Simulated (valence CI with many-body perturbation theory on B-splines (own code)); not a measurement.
# Mo XII: key properties

Computed by configuration interaction combined with many-body perturbation theory (CI+MBPT): three valence electrons over a frozen Dirac-Fock core [Ar] 3d10, radial functions for each j: 11 s, 11 p, 10 d, 8 f, 5 g, 2 h, with the one-electron correlation potential Σ1 (screened to all orders), the two-electron term Σ2, the three-electron term Σ3, Breit, model QED; selected single and double excitations, second order for the rest, scaled by the run's own slope (own B-spline code, finite nucleus).

No measured levels were compared; by estimate levels hold to about 250 cm⁻¹ or 0.2 % of their energy and the worst to 1 %, as in measured heavy ions of charge 2 to 7; those with d or f electrons hold less well.

Names give the largest LS component (configuration and term), which can be under half, so a name can repeat, a term be missing and a line seem to break the LS rules; names also repeat where a configuration has a term twice.

Rates and lifetimes use the calculated energies. Strong lines usually hold to 10 to 20 %, long lifetimes can be off by a factor of two.

(1) What is the ground level?

(2) Where does the other parity begin?

(3) Among levels below 1276000 cm⁻¹, which E1 lines absorb most strongly from the ground level?

(4) Name the longest-lived excited levels whose lifetime is computed, and their main decay.

(5) What is the ionisation energy?

(6) How well does LS coupling describe the low levels?

(7) How is the term ²P° of the ground level split?

Results:

(1) 4s²4p ²P°_1/2, composition 98 % 4s²4p ²P°, g = 0.665.

(2) At 4s4p² ⁴P_1/2, 197590 cm⁻¹.

(3) to 4s²4d ²D_3/2 at 23.58 nm, f = 1.06; to 4s4p² ²P_1/2 at 33.64 nm, f = 0.477; to 4s4p² ²D_3/2 at 38.12 nm, f = 0.237.

(4) 4s²4p ²P°_3/2 at 28466 cm⁻¹ lives 4.79 ms, mostly by M1 to 4s²4p ²P°_1/2. The lifetime of 4s4p4d ⁴F°_9/2 is too uncertain to give, and may be longer.

(5) 230.93 eV; NIST lists 230.28 ± 0.06 eV (semi-empirical).

(6) Among the lowest 20 levels the leading LS term, summed over configurations, holds 86 % on average. For single configurations the figures are 82 % in LS and 77 % in jj coupling. Terms mix most in the J = 3/2 level at 493560 cm⁻¹, where the leading one holds 44 %.

(7) J = 1/2 at 0, J = 3/2 at 28466 cm⁻¹.
